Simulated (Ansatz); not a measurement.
Stepwise reaction of `[O]=[Mo]([OH])([OH])=[S]` with ammonia, as a gas-phase model of exchange steps in deposition or etching. ΔE in kJ/mol; ΔG adds harmonic PBE0-D4 terms to CCSD(T)/CBS, at 1 bar.

Program: Ansatz. Geometries: PBE0-D4/def2-TZVP. ΔE: electronic, gas phase. CCSD(T)/CBS adds triple-zeta CCSD(T) − MP2 to the extrapolated MP2 energy (def2 sets, frozen cores). This one scheme is used for every species. DFT in def2-TZVPP. B3LYP here is the variant with VWN-RPA as its local correlation; programs differ in this. def2 core potentials past Kr. For Mo outer-core shells are correlated without core-valence functions, which leaves a few kJ/mol of doubt a bond. One conformer a species, not always the lowest.

| step | reaction | PBE-D4 | B3LYP-D4 | ωB97M-V | CCSD(T)/CBS | ΔG(600 K) |
| --- | --- | --- | --- | --- | --- | --- |
| 1 | `[O]=[Mo]([OH])([OH])=[S]` + NH₃ → `[NH2][Mo](=[O])([OH])=[S]` + H₂O | 19.8 | 19.1 | 17.6 | 11.6 | 11.3 |

Q: Give the row of step 2, `[NH2][Mo](=[O])([OH])=[S]` + NH₃ → `[NH2][Mo]([NH2])(=[O])=[S]` + H₂O. (Best estimate.)

A: Ansatz gave: 
| step | reaction | PBE-D4 | B3LYP-D4 | ωB97M-V | CCSD(T)/CBS | ΔG(600 K) |
| --- | --- | --- | --- | --- | --- | --- |
| 2 | `[NH2][Mo](=[O])([OH])=[S]` + NH₃ → `[NH2][Mo]([NH2])(=[O])=[S]` + H₂O | 31.3 | 30.4 | 31.3 | 25.5 | 20.3 |

Q: By hand: ΔE of the 2 steps together at CCSD(T)/CBS.

A: (11.6) + (25.5) = 37.1 kJ/mol, or 18.6 kJ/mol a step.

In ΔE each step is higher than the one before. All are uphill at CCSD(T)/CBS. ΔG lies between 11.3 and 20.3 kJ/mol a step. PBE-D4 differs from CCSD(T)/CBS by 5.8 to 8.2 kJ/mol a step. Isolated molecules leave out the surface, adducts and barriers. Largest T1 diagnostic: 0.025.
